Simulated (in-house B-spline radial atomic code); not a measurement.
**Ionising neutral lithium with different functionals**

Computed with an all-electron radial atomic-structure program (B-spline basis): non-relativistic Hamiltonian, point nucleus, spin-polarised at highest spin, spherical fractional occupations for the functionals, the average over the highest-spin determinants for Hartree-Fock. The ionisation energy is the difference of two self-consistent energies, [He] 2s1 → 1s2, without Breit or QED terms; ε is the level of the shell that loses the electron (its least bound occupied spin orbital).

```tsv
method	rung	ΔSCF (eV)	-ε(2s) (eV)
Hartree-Fock	Hartree-Fock	5.34	5.34
HF fractional	Hartree-Fock	5.34	5.34
LDA VWN5	LDA	5.47	3.16
LDA PW92	LDA	5.47	3.16
LDA exchange-only	LDA	5.03	2.73
PBE	GGA	5.59	3.23
PBEsol	GGA	5.47	3.16
BLYP	GGA	5.53	3.03
RPBE	GGA	5.65	3.25
PW91	GGA	5.62	3.24
BP86	GGA	5.57	3.27
AM05	GGA	5.45	3.15
OLYP	GGA	5.58	3.06
TPSS	meta-GGA	5.51	3.21
r2SCAN	meta-GGA	5.39	3.26
M06-L	meta-GGA	5.16	3.14
revTPSS	meta-GGA	5.48	3.22
PBE0	global hybrid	5.57	3.83
B3LYP	global hybrid	?	?
TPSSh	global hybrid	5.50	3.44
M06-2X	global hybrid	5.47	4.23
BHandHLYP	global hybrid	5.52	4.24
r2SCAN0	global hybrid	5.42	3.81
B97-1	global hybrid	?	?
HSE06	range-separated hybrid	5.56	3.46
wB97X	range-separated hybrid	5.32	5.31
CAM-B3LYP	range-separated hybrid	5.60	4.65
LC-wPBE	range-separated hybrid	5.58	5.60
```

(1) What does B97-1 give?

(2) What does B3LYP give?

(3) Among the functionals, which spreads more, the ΔSCF values or the orbital energies?

(4) How do they compare with the NIST value?

## Answers

(1) ΔSCF 5.48 eV, and -ε(2s) = 3.62 eV.

(2) ΔSCF 5.63 eV, and -ε(2s) = 3.65 eV.

(3) The orbital energies: ΔSCF values span about 0.62 eV and the orbital energies 2.87 eV; here energy differences depend much less on the functional than eigenvalues do.

(4) NIST lists 5.392 eV (measured, ground level to ground level). Errors run from -0.36 to +0.26 eV; r2SCAN is closest (+0.00 eV), but part of that can be cancellation, since the calculations leave out relativity, Breit-QED terms. Hartree-Fock also lacks correlation.
